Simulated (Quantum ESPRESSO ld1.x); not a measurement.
Question: These are the eigenvalues of the occupied orbitals of an atom or ion with whole-number occupations (hartree). Calculated with ld1.x of Quantum ESPRESSO 7.5: Dirac Kohn-Sham, PBE, spin-unpolarised, spherical densities, point nucleus.

orbital  eigenvalue
1s1/2      -1715.17
2s1/2      -281.354
2p1/2      -266.728
2p3/2      -244.577
3s1/2      -62.8409
3p1/2      -56.5529
3p3/2      -52.0692
3d3/2      -41.1715
3d5/2      -40.1984
4s1/2      -13.6601
4p1/2      -11.2446
4p3/2      -10.2493
4d3/2      -6.26963
4d5/2      -6.08986
5s1/2      -2.74743
5p1/2      -2.05667
5p3/2      -1.90300
4f5/2      -1.45092
5d3/2      -0.97300

Which element is it, and in what charge state? The configuration may be excited. Open shells, if any, fill j = l - 1/2 first.

Answer: Z = 62, samarium, charge +3: Sm3+ in [Xe] 4f4 5d1. The list shows which subshells hold electrons but not how many an open one holds; the 1s level, -1715.2 hartree, gives Z - s = 58.6 by -(Z - s)^2/2, which with screening and relativity narrows Z to a few neighbours, and the depths of the outer levels then fix element, charge and occupations together.
